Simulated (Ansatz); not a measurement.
Species: H4S4Si, SMILES `S[Si](S)(S)S` (charge 0, multiplicity 1).

Problem. Give a relaxed geometry from B3LYP-D3(BJ)/def2-TZVP (Ansatz, a first-principles code).

Solution. This is not unique; one that fits is the end point of this relaxation, one of several conformers (outside a Z-matrix the atoms follow the SMILES, hydrogens last).
Cartesian coordinates (Å) in one orientation:
```xyz
9

S      1.903     0.657     0.727
Si     0.000     0.000     0.000
S     -1.095     1.501    -1.063
S     -0.923    -0.626     1.827
S      0.115    -1.531    -1.491
H      2.341     1.005    -0.495
H     -1.082     2.359    -0.028
H     -2.063    -0.997     1.218
H      0.804    -2.368    -0.695
```
